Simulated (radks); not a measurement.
The numbers below are computed, except where a source is named.
Species: Sb. Configuration: [Kr] 4d10 5s2 5p3. Code: a radial shooting solver on a logarithmic mesh with Libxc functionals. Model: Dirac Kohn-Sham, BLYP, spin-unpolarised, spherical densities, point nucleus; open shells are shared between the two j in proportion to 2j + 1.

Normalised radial functions P(r) = r R(r) (large component), r in bohr:

r,4p3/2
0.002381,0.0039
0.003697,0.0090
0.00574,0.0202
0.008913,0.0442
0.01384,0.0923
0.02149,0.1794
0.03337,0.3097
0.05181,0.4368
0.08044,0.4090
0.1239,0.0410
0.1924,-0.5457
0.2987,-0.5731
0.4638,0.4068
0.7202,1.2254
1.118,0.8639
1.736,0.2339
2.696,0.0212
4.186,0.0004
6.5,0.0000
10.09,0.0000

4p3/2: eigenvalue -98.774 eV, 2 radial nodes at r = 0.128, 0.399 bohr, <r> = 0.862 bohr, 90 % of the charge inside 1.27 bohr.
